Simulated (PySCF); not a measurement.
Isomers of C4H11OPSi.

All values: PBE0/pcSseg-1 (PySCF) at GFN2-xTB geometries, gas phase, one conformer each.

(1) Rank by LUMO energy, lowest first.
A. `[O:1]=[PH:2]1[CH2:3][CH2:4][SiH2:5][CH2:6][CH2:7]1` with O1–P2–C3–C4 57°, P2–C3–C4–Si5 62°, C3–C4–Si5–C6 -53°, C4–Si5–C6–C7 53°
B. `[SiH3:1][P:2]1[CH2:3][CH2:4][O:5][CH2:6][CH2:7]1` with Si1–P2–C3–C4 -157°, P2–C3–C4–O5 65°, C3–C4–O5–C6 -66°, C4–O5–C6–C7 66°
C. `[O:1]=[P:2]1([CH2:3][SiH3:4])[CH2:5][CH2:6][CH2:7]1` with O1–P2–C3–Si4 -60°, O1–P2–C5–C6 -133°, P2–C5–C6–C7 18°, C5–C6–C7–P2 -18°, O1–P2–C7–C6 133°

(2) Rank by the highest Hirshfeld charge on any atom, lowest value first.
A. `[O:1]=[P:2]1([CH2:3][SiH3:4])[CH2:5][CH2:6][CH2:7]1` with O1–P2–C3–Si4 -60°, O1–P2–C5–C6 -133°, P2–C5–C6–C7 18°, C5–C6–C7–P2 -18°, O1–P2–C7–C6 133°
B. `[SiH3:1][P:2]1[CH2:3][CH2:4][O:5][CH2:6][CH2:7]1` with Si1–P2–C3–C4 -157°, P2–C3–C4–O5 65°, C3–C4–O5–C6 -66°, C4–O5–C6–C7 66°
C. `[CH3:1][C@@H:2]1[C@H:3]([SiH3:4])[CH2:5][P@@H:6]1=[O:7]` with C1–C2–C3–Si4 35°, C2–C3–C5–P6 -21°, C3–C5–P6–O7 140°, C1–C2–P6–C5 99°

(3) Rank by the highest IAO charge on any atom, highest value first.
A. `[SiH3:1][P:2]1[CH2:3][CH2:4][O:5][CH2:6][CH2:7]1` with Si1–P2–C3–C4 -157°, P2–C3–C4–O5 65°, C3–C4–O5–C6 -66°, C4–O5–C6–C7 66°
B. `[CH3:1][C@@H:2]1[C@H:3]([SiH3:4])[CH2:5][P@@H:6]1=[O:7]` with C1–C2–C3–Si4 35°, C2–C3–C5–P6 -21°, C3–C5–P6–O7 140°, C1–C2–P6–C5 99°
C. `[O:1]=[PH:2]1[CH2:3][CH2:4][SiH2:5][CH2:6][CH2:7]1` with O1–P2–C3–C4 57°, P2–C3–C4–Si5 62°, C3–C4–Si5–C6 -53°, C4–Si5–C6–C7 53°
D. `[O:1]=[P:2]1([CH2:3][SiH3:4])[CH2:5][CH2:6][CH2:7]1` with O1–P2–C3–Si4 -60°, O1–P2–C5–C6 -133°, P2–C5–C6–C7 18°, C5–C6–C7–P2 -18°, O1–P2–C7–C6 133°

Answers

(1) B (0.34 eV), C (0.57 eV), A (0.70 eV).

(2) B (+0.249 e), C (+0.407 e), A (+0.426 e).

(3) D (+1.503 e), C (+1.408 e), B (+1.381 e), A (+0.400 e).

All values together:

```csv
SMILES,μ (D),HOMO (eV),LUMO (eV),lowest IAO charge (e),highest IAO charge (e),lowest Hirshfeld charge (e),highest Hirshfeld charge (e)
O=P1(C[SiH3])CCC1,3.89,-7.54,0.57,-0.901 (O),+1.503 (P),-0.399 (O),+0.426 (P)
O=[PH]1CC[SiH2]CC1,3.48,-7.56,0.70,-0.931 (O),+1.408 (P),-0.401 (O),+0.410 (P)
C[C@@H]1[C@H]([SiH3])C[P@@H]1=O,3.65,-7.58,0.50,-0.889 (O),+1.381 (P),-0.393 (O),+0.407 (P)
O=[P@@H]1CC[C@@H]([SiH3])C1,4.02,-7.51,0.25,-0.916 (O),+1.401 (P),-0.414 (O),+0.411 (P)
[SiH3]P1CCOCC1,0.37,-6.76,0.34,-0.450 (C),+0.400 (Si),-0.147 (O),+0.249 (Si)
```

Conformers: `[O:1]=[P:2]1([CH2:3][SiH3:4])[CH2:5][CH2:6][CH2:7]1` with O1–P2–C3–Si4 -60°, O1–P2–C5–C6 -133°, P2–C5–C6–C7 18°, C5–C6–C7–P2 -18°, O1–P2–C7–C6 133°; `[O:1]=[PH:2]1[CH2:3][CH2:4][SiH2:5][CH2:6][CH2:7]1` with O1–P2–C3–C4 57°, P2–C3–C4–Si5 62°, C3–C4–Si5–C6 -53°, C4–Si5–C6–C7 53°; `[CH3:1][C@@H:2]1[C@H:3]([SiH3:4])[CH2:5][P@@H:6]1=[O:7]` with C1–C2–C3–Si4 35°, C2–C3–C5–P6 -21°, C3–C5–P6–O7 140°, C1–C2–P6–C5 99°; `[O:1]=[P@@H:2]1[CH2:3][CH2:4][C@@H:5]([SiH3:6])[CH2:7]1` with O1–P2–C3–C4 -113°, P2–C3–C4–C5 -37°, C3–C4–C5–Si6 -71°, C4–C5–C7–P2 -40°; `[SiH3:1][P:2]1[CH2:3][CH2:4][O:5][CH2:6][CH2:7]1` with Si1–P2–C3–C4 -157°, P2–C3–C4–O5 65°, C3–C4–O5–C6 -66°, C4–O5–C6–C7 66°.
